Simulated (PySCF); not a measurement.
**A survey of 33S NMR shifts**

Theoretical values (PySCF): geometry: GFN2-xTB, GIAO PBE0/pcSseg-1 shieldings. A single conformation, equivalent nuclei averaged, no relativistic terms, no solvent model.

Shieldings were converted by a linear fit to measured shifts: 33S (scatter 33.3 ppm rms vs sulfate, solution or neat liquid). Occasional misses reach two or three times the rms, and more in compound classes unlike the fitted ones.

Problem. Give the 33S shifts of `CS(=O)(=O)C1(OC(F)(F)F)CC1`, `CC(C)[Si@@H](S)N[SiH2]N`, `CC(C)[SiH2]S[SiH](N)N`, `CO[C@H](C(F)=C(F)F)S(C)(=O)=O`, `CN(C)[Si@@H](C)S[SiH2]N`.

Solution. 
```
                     compound             environment  δ (ppm)
   CS(=O)(=O)C1(OC(F)(F)F)CC1          sulfone sulfur      -30
      CC(C)[Si@@H](S)N[SiH2]N  sulfur bonded to Si, H     -522
        CC(C)[SiH2]S[SiH](N)N   sulfur bonded to 2 Si     -538
CO[C@H](C(F)=C(F)F)S(C)(=O)=O          sulfone sulfur      -12
      CN(C)[Si@@H](C)S[SiH2]N   sulfur bonded to 2 Si     -539
```

Problem. Match the shifts 12, -31, -484, -572 ppm to `O=S(=O)(O)C1=CC=CC1`, `CCN[Si@@H](N[SiH3])SC`, `CC[Si@@H](NC)S[SiH2]N`, `N[C@@H]1C=CS(=O)(=O)C1`.

Solution. 12: N[C@@H]1C=CS(=O)(=O)C1 (sulfone sulfur); -31: O=S(=O)(O)C1=CC=CC1 (sulfonyl sulfur); -484: CCN[Si@@H](N[SiH3])SC (sulfur bonded to C, Si); -572: CC[Si@@H](NC)S[SiH2]N (sulfur bonded to 2 Si).
